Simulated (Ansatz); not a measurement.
A structure relaxed at r2SCAN-D4/def2-SVP in Ansatz, charge 0, singlet:

```xyz
5

Pb    1.2212   -1.3126    0.2964
Pb   -0.9265    1.2318   -0.9625
S     0.1469    0.9074    1.5833
S     0.8957   -0.2456   -2.0245
S    -1.3373   -0.5810    1.1072
```

Problem. Give its formula and point group.

Solution. the cluster Pb₂S₃. Point group C2v (tolerance 0.1 Å).

Problem. Summarise the bond lengths by kind (pairs closer than 1.2 times the sum of covalent radii, bridged metal pairs left out).

Solution. 6 × Pb–S 2.58 to 2.78 Å; 1 × S–S 2.16 Å.

In the def2 sets Pb takes a core potential; there is no spin–orbit coupling. The structure comes from a short search, and lower isomers may exist.
